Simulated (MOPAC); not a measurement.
A run for MOPAC: AM1 on BHI2 (SMILES IBI), a point of a bond scan (R = 2.325 Å).

```
AM1 1SCF PRECISE CHARGE=0 THREADS=1
BHI2

B     -0.70417345 1    -0.42698726 1    -0.46384859 1
H     -1.58315679 1    -0.95997341 1    -1.04284684 1
I     -0.37434685 1     1.85012867 1    -0.79734720 1
I      0.50063343 1    -1.58472360 1     0.83046480 1
```

The log:

```
*******************************************************************************
 **                                                                           **
 **                              MOPAC v23.2.5                                **
 **                                                                           **
 *******************************************************************************
 ** MOPAC's Digital Object Identifier: https://doi.org/10.5281/zenodo.6511958 **
 **                                                                           **
 ** Please cite the open-source release paper for use of this MOPAC version:  **
 ** J. E. Moussa and J. J. P. Stewart (2026)                                  **
 ** MOPAC: An open-source semiempirical molecular orbital program             **
 ** J. Open Source Softw., 11(119), 8025, https://doi.org/10.21105/joss.08025 **
 *******************************************************************************

                              AM1 CALCULATION RESULTS

 *******************************************************************************
 *  AM1        - The AM1 Hamiltonian to be used
 *
 *
 *
 *                 CHARGE ON SYSTEM = 0
 *
 *
 *
 *  PRECISE    - TIGHTER CRITERIA TO BE USED
 *  1SCF       - DO 1 SCF AND THEN STOP
 *  THREADS=1  - MULTI-THREADING NOT USED
 *  T=         - A TIME OF 172800.0 SECONDS REQUESTED
 *  DUMP=N     - RESTART FILE WRITTEN EVERY 7200.0 SECONDS REQUESTED
 *******************************************************************************
AM1 1SCF PRECISE CHARGE=0 THREADS=1
 BHI2

   ATOM   CHEMICAL          X               Y               Z
  NUMBER   SYMBOL      (ANGSTROMS)     (ANGSTROMS)     (ANGSTROMS)

     1       B         -0.70417345  *  -0.42698726  *  -0.46384859  *
     2       H         -1.58315679  *  -0.95997341  *  -1.04284684  *
     3       I         -0.37434685  *   1.85012867  *  -0.79734720  *
     4       I          0.50063343  *  -1.58472360  *   0.83046480  *



          CARTESIAN COORDINATES

    NO.       ATOM           X           Y           Z

     1         B         -0.7042     -0.4270     -0.4638
     2         H         -1.5832     -0.9600     -1.0428
     3         I         -0.3743      1.8501     -0.7973
     4         I          0.5006     -1.5847      0.8305

  H: (AM1): M.J.S. DEWAR ET AL, J. AM. CHEM. SOC. 107 3902-3909 (1985)
  B: (AM1): M.J.S. DEWAR ET AL, ORGANOMETALLICS, 7, 513-521 (1988)
  I: (AM1): M.J.S. DEWAR AND E. G. ZOEBISCH, THEOCHEM, 180, 1 (1988).

           Empirical Formula: H B I2  =     4 atoms



      MOLECULAR POINT GROUP   :   Cs


      RHF CALCULATION, NO. OF DOUBLY OCCUPIED LEVELS = 9


 -------------------------------------------------------------------------------
 AM1 1SCF PRECISE CHARGE=0 THREADS=1
 BHI2



     1SCF WAS SPECIFIED, SO BFGS WAS NOT USED
     SCF FIELD WAS ACHIEVED


                              AM1 CALCULATION
                                                       MOPAC v23.2.5 Linux




          FINAL HEAT OF FORMATION =         46.53914 KCAL/MOL =     194.71975 KJ/MOL


          COSMO AREA              =        127.24 SQUARE ANGSTROMS
          COSMO VOLUME            =        117.52 CUBIC ANGSTROMS

          IONIZATION POTENTIAL    =         10.459241 EV
          HOMO LUMO ENERGIES (EV) =        -10.459 -1.618
          NO. OF FILLED LEVELS    =          9
          MOLECULAR WEIGHT        =        265.6269         POINT GROUP:  Cs

          MOLECULAR DIMENSIONS (Angstroms)

            Atom       Atom       Distance
            I     4    I     3     3.90046
            H     2    I     4     2.23693
            B     1    I     4     0.00000


          SCF CALCULATIONS        =          1





   ATOM   CHEMICAL          X               Y               Z
  NUMBER   SYMBOL      (ANGSTROMS)     (ANGSTROMS)     (ANGSTROMS)

     1       B         -0.70417345  *  -0.42698726  *  -0.46384859  *
     2       H         -1.58315679  *  -0.95997341  *  -1.04284684  *
     3       I         -0.37434685  *   1.85012867  *  -0.79734720  *
     4       I          0.50063343  *  -1.58472360  *   0.83046480  *

                             CARTESIAN COORDINATES

   1    B       -0.704173450    -0.426987260    -0.463848590
   2    H       -1.583156790    -0.959973410    -1.042846840
   3    I       -0.374346850     1.850128670    -0.797347200
   4    I        0.500633430    -1.584723600     0.830464800


           Empirical Formula: H B I2  =     4 atoms



      MOLECULAR POINT GROUP   :   Cs


                  EIGENVALUES
 -31.63110 -29.40363 -20.48599 -13.13336 -11.98436 -11.39009 -10.65645 -10.61088
 -10.45924  -1.61751  -0.40095   1.17232   3.54099


              NET ATOMIC CHARGES AND DIPOLE CONTRIBUTIONS

  ATOM NO.   TYPE          CHARGE      No. of ELECS.   s-Pop       p-Pop
    1          B           0.124740        2.8753     1.38326     1.49200
    2          H          -0.000970        1.0010     1.00097
    3          I          -0.103115        7.1031     1.98203     5.12108
    4          I          -0.020655        7.0207     1.97507     5.04559
 DIPOLE           X         Y         Z       TOTAL
 POINT-CHG.    -0.279    -1.010     0.039     1.049
 HYBRID        -0.712    -0.273    -0.511     0.918
 SUM           -0.991    -1.284    -0.472     1.689


          ATOMIC ORBITAL ELECTRON POPULATIONS

     Atom    s        px        py        pz
    1  B   1.38326   0.50287   0.62350   0.36564
    2  H   1.00097
    3  I   1.98203   1.96942   1.19535   1.95632
    4  I   1.97507   1.70965   1.69215   1.64379

 **********************
 *                    *
 * JOB ENDED NORMALLY *
 *                    *
 **********************




 == MOPAC DONE ==
```

The run finished.

Cost: very roughly 0.020 core-seconds.
